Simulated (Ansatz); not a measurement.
Cost and result for the atomization energy of CH$_{8}$AlGaSi (12 atoms, 12 bonds).

```xyz
12

Al    0.0672   -1.7060   -0.2322
C     0.7167    0.1775   -0.2887
Si    0.4413    1.0645    1.3162
Ga   -0.7889    0.4781   -1.4660
H    -0.6735   -2.1900    1.0848
H     0.5626   -2.7029   -1.3672
H     1.6932    0.4196   -0.7110
H    -1.0179    1.0362    1.6450
H     1.1636    0.4337    2.4556
H     0.8427    2.4992    1.2601
H    -1.4242    1.4540   -2.4868
H    -1.5825   -0.9640   -1.2097
```

The species carries charge 0 and has multiplicity 1. Correlated methods include outer-core shells of Ga, which these sets cover unevenly. Scalar relativity is left out up to krypton. The bonds changed during the relaxation, so this is another structure than the one it started from. Geometry: relaxed with PBE0-D4/def2-TZVP. Program: Ansatz. All runs use 4 threads of an Arm Neoverse N1 on a shared host. Times are those of one run each, without the atoms' runs, and a repeat can differ threefold. Electronic energies, without spin–orbit coupling; frozen cores. CCSD(T)/CBS adds CCSD(T) − MP2 in def2-TZVPP to the MP2 limit, and its time is that of the two runs behind it. T1 = 0.013. With those shells the extrapolation isn't a true limit. HSE06 is the plane-wave form, built on full-range PBE exchange.

CCSD(T)/CBS is a level of theory with its own doubt, some kJ/mol a heavy atom from the limit and from the frozen cores, so smaller differences don't rank the functionals.

```json
{"level": "PBE-D4/def2-TZVPP (with forces)", "functions": "275", "wall time": "6 s", "atomization (kJ/mol)": "3396.1", "difference from CCSD(T)/CBS": "-52.6", "per bond": "-4.4"}
{"level": "HSE06-D4/def2-TZVPP", "functions": "275", "wall time": "8.5 s", "atomization (kJ/mol)": "3397.7", "difference from CCSD(T)/CBS": "-51.0", "per bond": "-4.3"}
{"level": "BHLYP-D4/def2-TZVPP", "functions": "275", "wall time": "8.5 s", "atomization (kJ/mol)": "3383.9", "difference from CCSD(T)/CBS": "-64.8", "per bond": "-5.4"}
{"level": "CAM-B3LYP-D4/def2-TZVPP", "functions": "275", "wall time": "9.5 s", "atomization (kJ/mol)": "3430.7", "difference from CCSD(T)/CBS": "-18.0", "per bond": "-1.5"}
{"level": "r2SCAN-D4/def2-TZVPP (with forces)", "functions": "275", "wall time": "12 s", "atomization (kJ/mol)": "3446.6", "difference from CCSD(T)/CBS": "-2.1", "per bond": "-0.2"}
{"level": "CCSD(T)/def2-SVP", "functions": "122", "wall time": "12 s", "atomization (kJ/mol)": "3245.6", "difference from CCSD(T)/CBS": "-203.1", "per bond": "-16.9"}
{"level": "r2SCANh-D4/def2-TZVPP", "functions": "275", "wall time": "13 s", "atomization (kJ/mol)": "3437.6", "difference from CCSD(T)/CBS": "-11.1", "per bond": "-0.9"}
{"level": "B2PLYP/def2-TZVPP", "functions": "275", "wall time": "13 s", "atomization (kJ/mol)": "3371.7", "difference from CCSD(T)/CBS": "-77.0", "per bond": "-6.4"}
{"level": "ωB97X-V/def2-TZVPP", "functions": "275", "wall time": "18 s", "atomization (kJ/mol)": "3458.8", "difference from CCSD(T)/CBS": "10.1", "per bond": "0.8"}
{"level": "ωB97M-V/def2-TZVPP (with forces)", "functions": "275", "wall time": "27 s", "atomization (kJ/mol)": "3433.4", "difference from CCSD(T)/CBS": "-15.3", "per bond": "-1.3"}
{"level": "MP2/def2-QZVPP", "functions": "526", "wall time": "54 s", "atomization (kJ/mol)": "3408.0", "difference from CCSD(T)/CBS": "-40.7", "per bond": "-3.4"}
{"level": "CCSD(T)/def2-TZVPP", "functions": "275", "wall time": "5.8 min", "atomization (kJ/mol)": "3377.4", "difference from CCSD(T)/CBS": "-71.3", "per bond": "-5.9"}
{"level": "CCSD(T)/CBS(def2)", "functions": "–", "wall time": "6.7 min", "atomization (kJ/mol)": "3448.7", "difference from CCSD(T)/CBS": "0.0", "per bond": "0.0"}
```

From BLYP to BHLYP (50 % exact exchange), in def2-TZVPP and without D4, the atomization energy moves by +47.0 kJ/mol. Leaving LDA and LC-ωPBE aside and taking each functional with its dispersion term where it has one, the values, not all of them listed here, spread over 138.3 kJ/mol, from revPBE-D4 to B97M-V. LDA lies +437.5 kJ/mol from PBE without D4, its usual overbinding. The D4 term adds +50.7 kJ/mol with B3LYP and +26.6 kJ/mol with PBE0; it sums over pairs of atoms, weighted by their polarisabilities, and B3LYP, whose exchange is more repulsive, gets the larger term.

B3LYP here is the variant with VWN-RPA as its local correlation; programs differ in this.
